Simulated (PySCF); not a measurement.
Stepwise substitution at one centre (Al OH-I). Gas-phase values, no solvent. One relaxed conformer stands for each flexible species; it need not be the lowest. Strings in code marks are SMILES.

Calculation: PBE-D3(BJ)/def2-TZVP // B3LYP-D3(BJ)/def2-TZVP run with PySCF. Delta-SCF ions had no search for a lower state. Excitations are Tamm–Dancoff values on a coarser integration grid. The basis has no diffuse functions, so Rydberg states are missing or too high.

```
species                                                                                   vertical ionisation energy (Delta-SCF) (eV)   HOMO (eV)  S1 excitation (TDA) (eV)  HOMO–LUMO gap (eV)  S1 oscillator strength
----------------------------------------------------------------------------------------  -------------------------------------------  ----------  ------------------------  ------------------  ----------------------
0 of 3 OH replaced by I (`[OH][Al]([OH])[OH]`)                                                                                      –       -7.28                      6.05                5.97              (withheld)
1 of 3 OH replaced by I (`[OH][Al]([OH])[I]` (H–O–Al–I torsion 0°, I–Al–O–H torsion 0°))                                         9.84       -6.74                      5.09                4.95                   0.028
2 of 3 OH replaced by I                                                                                                          9.26  (withheld)                      4.52                4.38                   0.013
3 of 3 OH replaced by I (`[I][Al]([I])[I]`)                                                                                      8.94       -6.62                      4.00          (withheld)              (withheld)
```

**Question.** Fill in the missing entries.

**Answer.** 
- 0 of 3 OH replaced by I (`[OH][Al]([OH])[OH]`), S1 oscillator strength: 0.000
- 2 of 3 OH replaced by I, HOMO (eV): -6.66
- 3 of 3 OH replaced by I (`[I][Al]([I])[I]`), HOMO–LUMO gap (eV): 3.87
- 3 of 3 OH replaced by I (`[I][Al]([I])[I]`), S1 oscillator strength: 0.000
